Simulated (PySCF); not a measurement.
C2H6AlFO, SMILES CC[O][AlH][F]. Coordinates come from a B3LYP-D3(BJ)/def2-SVP optimisation. The structure was generated by enumeration; whether it is a known compound was not checked. The values are those of a single conformer.

Computed equilibrium geometry at B3LYP-D3(BJ)/def2-SVP (PySCF confirms it by a frequency run) as bond lengths and angles, and its point group (one conformer of several):
point group Cs.
Atoms: Al1 H2 F3 O4 C5 C6 H7 H8 H9 H10 H11. Bonds (Å): Al1–H2 1.566, Al1–F3 1.663, Al1–O4 1.678, O4–C5 1.398, C5–C6 1.523, C5–H7 1.106, C5–H8 1.106, C6–H9 1.102, C6–H10 1.102, C6–H11 1.102. Bond angles (°): H2–Al1–F3 118.1, H2–Al1–O4 125.6, F3–Al1–O4 116.4, Al1–O4–C5 149.1, O4–C5–C6 113.3, O4–C5–H7 108.8, O4–C5–H8 108.8, C6–C5–H7 109.7, C6–C5–H8 109.7, H7–C5–H8 106.3, C5–C6–H9 110.9, C5–C6–H10 110.8, C5–C6–H11 110.9, H9–C6–H10 108.0, H9–C6–H11 108.0, H10–C6–H11 108.0.
